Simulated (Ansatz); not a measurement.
Consider the hydrogenolysis of a Mg–C bond: `[CH3][Mg][O][SiH3]` + H₂ → `[MgH][O][SiH3]` + CH₄.

Gas-phase electronic energies from Ansatz, PBE0-D4/def2-TZVP geometries. CCSD(T)/CBS is the MP2 limit (def2-TZVPP, def2-QZVPP) plus CCSD(T) − MP2 in def2-TZVPP, frozen cores. This one scheme is used for every species. DFT in def2-TZVPP. HSE06 is defined as in plane-wave codes. For Mg outer-core shells are correlated without core-valence functions, which leaves a few kJ/mol of doubt a bond. One conformer a species, not always the lowest.

Question: Is it downhill or uphill in electronic energy at CCSD(T)/CBS, and by how much? (Best estimate.)

Answer: Ansatz gave: Downhill: ΔE = -0.32 eV.

Question: What do these levels give: LDA (SPW92), revPBE-D4, B97M-V, HSE06-D4, ωB97M-V, PBE0, RPA@PBE/def2-TZVPP, MP2/def2-SVP, HF/def2-TZVPP, MP2/def2-TZVPP, CCSD(T)/def2-TZVPP, HF/def2-QZVPP? (An estimate is asked.)

Answer: Computed: LDA (SPW92) -0.39, revPBE-D4 -0.37, B97M-V -0.63, HSE06-D4 -0.42, ωB97M-V -0.42, PBE0 -0.44, RPA@PBE/def2-TZVPP -0.40, MP2/def2-SVP -0.46, HF/def2-TZVPP -0.68, MP2/def2-TZVPP -0.33, CCSD(T)/def2-TZVPP -0.40, HF/def2-QZVPP -0.68 eV.

Largest T1 diagnostic among the species: 0.011.

From r2SCAN to r2SCAN0 (25 % exact exchange), in def2-TZVPP and without D4, ΔE moves by −0.04 eV. In def2-TZVPP, CCSD(T) changes the Hartree–Fock value by +0.28 eV (the triples alone add +0.05 eV) and MP2 by +0.35 eV. Leaving LDA and LC-ωPBE aside and taking each functional with its dispersion term where it has one, the values, not all of them listed here, spread over 0.27 eV, from B97M-V to PBE-D4.
